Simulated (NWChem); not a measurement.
System: BeGeH4Se; SMILES [SeH][Be][GeH3]

```xyz
7

Be    -0.0036     0.0988     0.0004
Se    -0.0902     2.1380     0.0083
H      1.3531     2.1906    -0.2908
Ge     0.0605    -2.0987    -0.0014
H      0.4785    -2.6830    -1.3685
H      1.0519    -2.6674     1.0372
H     -1.3156    -2.7175     0.3308
```
Atoms are numbered in this order, from 1.

Level: PBE0/def2-SVP (NWChem), optimised geometry, unscaled harmonic frequencies. This build's default masses of Se (78.918 u) and Br (79.917 u) are each other's, which moves their modes by up to 0.6 %.

```tsv
frequency (cm⁻¹)	IR intensity (km/mol)
23	5.2
149	16.6
158	10.1
192	1.4
413	0.8
446	2.8
562	1.8
802	139.3
856	148.6
891	27.2
893	30.1
2127	94.9
2130	94.8
2131	113.2
2436	3.7
```

zero-point energy: 20.3 kcal/mol
thermal correction to the enthalpy at 298.15 K (with zero-point energy): 25.0 kcal/mol
heat capacity Cv: 19.8 cal/(mol K)
entropy at 298.15 K and 1 atm (symmetry number 1): 84.7 cal/(mol K)
dipole moment: 0.82 D

Rigid rotor and harmonic oscillator; modes under 100 cm⁻¹ make the entropy uncertain.
